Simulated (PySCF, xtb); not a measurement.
hydrogen telluride (H2Te), SMILES [TeH2].

GFN2-xTB (xtb) at its own geometry gives an orbital gap of 4.49 eV and a dipole moment of 0.38 D.

Geometry optimised at PBE0-D3(BJ)/def2-TZVPD. The def2 effective core potentials stand for the cores of Te; spin–orbit coupling is left out.

**Question.** What does r2SCAN/def2-TZVPD (PySCF) give? (Estimate from the structure and the level; the computed values follow.)

**Answer.** gap 4.43 eV (levels -5.78 and -1.34 eV), dipole 0.18 D.
